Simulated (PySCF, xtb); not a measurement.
B(F)(OH)(OSiH3) (BFH₄O₂Si), SMILES OB(O[SiH3])F. One conformer was computed; it need not be the lowest.

Harmonic wavenumbers (cm⁻¹) from GFN2-xTB (xtb) at its own minimum, in rising order: 30, 87, 92, 363, 422, 515, 579, 597, 637, 678, 747, 776, 813, 925, 1023, 1231, 1444, 2252, 2266, 2282, 3627.

Problem. What does PBE-D3(BJ)/def2-SVP run with PySCF give at its own minimum? (Estimate from the structure and the level; the computed values follow.)

Solution. 76, 98, 107, 392, 454, 511, 649, 683, 701, 740, 912, 914, 934, 966, 1006, 1395, 1457, 2176, 2184, 2203, 3758. Paired by order, the mean absolute difference is 69 cm⁻¹ and the zero-point energies are 30.6 and 31.9 kcal/mol.
